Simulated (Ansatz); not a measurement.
One change: `B1CN[SiH2]1` becomes `Cl[SiH]1BCN1`.

Ansatz, PBE0-D4/def2-TZVP geometries, multiplicity 1. 

| property | `B1CN[SiH2]1` |
| --- | --- |
| LUMO energy (B3LYP/def2-TZVPP) / eV | -2.13 |
| HOMO–LUMO gap (B3LYP/def2-TZVPP) / eV | 4.28 |
| size of the dipole moment (B3LYP/def2-TZVPP) / D | 1.13 |
| HOMO energy (ωB97M-V/def2-TZVPP) / eV | -8.96 |
| HOMO energy (PBE/def2-TZVPP) / eV | -5.32 |
| size of the dipole moment (PBE/def2-TZVPP) / D | 1.25 |

(1) What does the change do to each property? (Best estimate.)

## Answers

(1) Ansatz gave: 
| property | `Cl[SiH]1BCN1` | shift |
| --- | --- | --- |
| LUMO energy (B3LYP/def2-TZVPP) / eV | -2.45 | -0.32 |
| HOMO–LUMO gap (B3LYP/def2-TZVPP) / eV | 4.49 | 0.21 |
| size of the dipole moment (B3LYP/def2-TZVPP) / D | 2.31 | 1.18 |
| HOMO energy (ωB97M-V/def2-TZVPP) / eV | -9.48 | -0.52 |
| HOMO energy (PBE/def2-TZVPP) / eV | -5.86 | -0.54 |
| size of the dipole moment (PBE/def2-TZVPP) / D | 2.34 | 1.09 |

With PBE0 the HOMO falls by 0.54 eV and the LUMO falls by 0.34 eV, so the gap widens by about 0.20 eV. PBE moves the HOMO by -0.54 eV and ωB97M-V by -0.52 eV. Dipoles are sizes alone; their direction can turn.

B3LYP here is the variant with VWN-RPA as its local correlation; programs differ in this.
